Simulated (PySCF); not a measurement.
## Two-dimensional NMR puzzle

Compound of formula C8H12. Correlations simulated from computed shifts and the bond graph:

HSQC (one-bond C–H):
```tsv
δH	δC
6.66	146.2
6.27	129.2
5.50	124.6
5.49	123.9
5.46	124.6
5.27	123.9
1.92	28.0
1.61	23.6
```

COSY cross peaks (H two or three bonds apart, from the bond graph; peaks can be absent where the dihedral angle is near 90°):
```tsv
δH	δH
6.66	5.50
6.66	5.46
5.50	5.46
5.49	5.27
```

HMBC (two and three bonds, from the bond graph):
```tsv
δH	δC
6.66	154.0, 129.2, 124.6, 123.9
6.27	154.0, 147.2, 146.2, 123.9, 28.0, 23.6
5.50	154.0, 146.2
5.49	154.0, 146.2, 129.2
5.46	154.0, 146.2
5.27	154.0, 146.2, 129.2
1.92	147.2, 129.2, 23.6
1.61	147.2, 129.2, 28.0
```

Carbons without hydrogens: δ 154.0, 147.2.

- geometry: GFN2-xTB
- shieldings: GIAO PBE0/pcSseg-1
- program: PySCF 2.14
- no solvent model, averaged over atoms made equivalent by symmetry, fast rotation or ring inversion, non-relativistic Hamiltonian, one computed conformer

Chemical shifts δ = σref − σ; TMS for ¹H and ¹³C, all at this level.

Exchangeable hydrogens are left out of these lists.

Problem. Assemble the structure.

Solution. `C(=C)C(=C)C=C(C)C`.

Atom-mapped SMILES (the numbers label the heavy atoms): `[CH2:1]=[CH:2][C:3](=[CH2:4])[CH:5]=[C:6]([CH3:7])[CH3:8]`; H(Xn) means a hydrogen on atom n. Ha(C4) is cis to C2; Ha(C1) is cis to C3; Hb(C4) is trans to C2; Hb(C1) is trans to C3.

- δC 154.0 is C3, a fully substituted alkene carbon.
- δC 147.2 is C6, a fully substituted alkene carbon.
- δC 146.2 is C2, an alkene CH (δH 6.66).
- δC 129.2 is C5, an alkene CH (δH 6.27).
- δC 124.6 is C1, a terminal =CH2 carbon (δH 5.46, 5.50).
- δC 123.9 is C4, a terminal =CH2 carbon (δH 5.49, 5.27).
- δC 28.0 is C7, an allylic methyl carbon (δH 1.92).
- δC 23.6 is C8, an allylic methyl carbon (δH 1.61).
- HMBC from δH 6.66 reaches the proton-free carbon C3.
- HMBC from δH 6.27 reaches the proton-free carbons C3, C6.
- HMBC from δH 5.50 reaches the proton-free carbon C3.
- HMBC from δH 5.49 reaches the proton-free carbon C3.
- COSY links 6.66–5.50, 6.66–5.46, 5.50–5.46, 5.49–5.27.

The shifts were computed for this structure.

Shifts are as computed. Against solution values, carbons near 30 ppm lie about +3 ppm off and those near 130 ppm about +5 ppm. Of 1211 compounds with measured shifts, 218 miss one by over three times the rms of a fit or turn the order of signals round; such compounds aren't used in these exercises.
